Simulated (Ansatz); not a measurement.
```yaml
crystal:
  periodic: [true, true, true]
  atoms:
    - {symbol: C, position_ang: [-0.095348, 0.081386, -3.635036]}
    - {symbol: C, position_ang: [-0.873515, -0.454762, -2.376791]}
    - {symbol: O, position_ang: [-1.094230, -1.683522, -2.172832]}
    - {symbol: C, position_ang: [-1.375269, 0.657171, -1.341900]}
    - {symbol: C, position_ang: [-0.154257, 1.165892, -0.446223]}
    - {symbol: O, position_ang: [0.530369, 2.167750, -0.824255]}
    - {symbol: C, position_ang: [0.179987, 0.397352, 0.867361]}
    - {symbol: C, position_ang: [-0.412127, -0.901748, 1.188023]}
    - {symbol: C, position_ang: [-0.040246, -1.586631, 2.416714]}
    - {symbol: C, position_ang: [0.906661, -0.973146, 3.336751]}
    - {symbol: C, position_ang: [1.498741, 0.323177, 3.022729]}
    - {symbol: C, position_ang: [1.143886, 1.000820, 1.790348]}
    - {symbol: H, position_ang: [-0.842914, 0.595354, -4.340928]}
    - {symbol: H, position_ang: [0.412632, -0.781727, -4.185134]}
    - {symbol: H, position_ang: [0.667502, 0.880389, -3.325214]}
    - {symbol: H, position_ang: [-2.214082, 0.211234, -0.706868]}
    - {symbol: H, position_ang: [-1.752975, 1.573091, -1.916527]}
    - {symbol: H, position_ang: [-1.135065, -1.399799, 0.464869]}
    - {symbol: H, position_ang: [-0.492095, -2.603135, 2.655626]}
    - {symbol: H, position_ang: [1.187981, -1.507326, 4.301855]}
    - {symbol: H, position_ang: [2.240133, 0.800627, 3.742009]}
    - {symbol: H, position_ang: [1.599570, 2.006051, 1.515449]}
basis:
  gaussian: {orbitals: x2c-TZVPPall, fitting: {mean_field: cc-pVTZ-jkfit}}
hamiltonian: {xc: {name: BHLYP}, dispersion: d3bj}
```

```sh
$ ansatz run in.yaml --threads 4 --pin off --events-out ev --progress --plain --max-ram 66560MiB --backend cuda --devices 0, --max-vram 37GiB
```

It prints (some lines left out):

```
Error: YAML parse error: error: line 2 column 3: crystal: missing field `lattice` (a structure is typed as `lattice` and `atoms`, a molecule's as `atoms` in Å alone, or read from a run's directory, `checkpoint`)
 --> <input>:2:3
1 | crystal:
2 |   periodic: [true, true, true]
3 |   atoms:
4 |     - {symbol: C, position_ang: [-0.095348, 0.081386, -3.635036]}
```

(1) Something in this input is off. What?

## Answers

(1) The molecule is marked periodic without a cell. The input was rejected before any iteration.
